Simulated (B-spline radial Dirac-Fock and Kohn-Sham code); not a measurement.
Z = 35 (bromine), transition energy 165 keV. Calculated with a radial finite-basis atomic code, using a Dirac-Hartree-Slater potential of the neutral atom with a Latter tail (no hole, which puts coefficients of high multipoles low close above an edge), finite nucleus with surface currents. Subshells that would emit electrons below 1 keV are left out.

Task: A pure transition shows α(K) = 0.0171, L1/L2 = 28.9 and L1/L3 = 17.8. What is its multipolarity?
A. E2
B. M4
C. E4
D. M2
E. M3
F. E3
G. M1
H. E1

Result: H. For comparison, α(K), L1/L2, L1/L3 are E2 0.120, 7.18, 5.77; E3 0.709, 2.19, 2.03; E4 3.99, 0.893, 0.879; M1 0.0266, 26.3, 67.1; M2 0.181, 13.9, 20.3; M3 1.13, 8.63, 6.22; M4 7.11, 6.00, 2.87.
